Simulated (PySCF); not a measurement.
H2S. Atoms are numbered in the order given.

```xyz
3

S      0.0000     0.0000     0.1031
H      0.0000    -0.9702    -0.8249
H      0.0000     0.9702    -0.8249
```
Charge 0, spin multiplicity 1.

Geometry: B3LYP-D3(BJ)/def2-TZVP.

Computed with HF/pcSseg-2 in PySCF.

GIAO shieldings, no solvent; atoms alike by connectivity are averaged. δ = σ(ref) − σ: ¹H against TMS (σ = 31.98 ppm), references at their B3LYP-D3(BJ)/def2-TZVP geometries, non-relativistic.

Computed chemical shifts:
| nucleus | atoms | count | δ (ppm) |
|---|---|---|---|
| ¹H | H2, H3 | 2 | 1.57 |
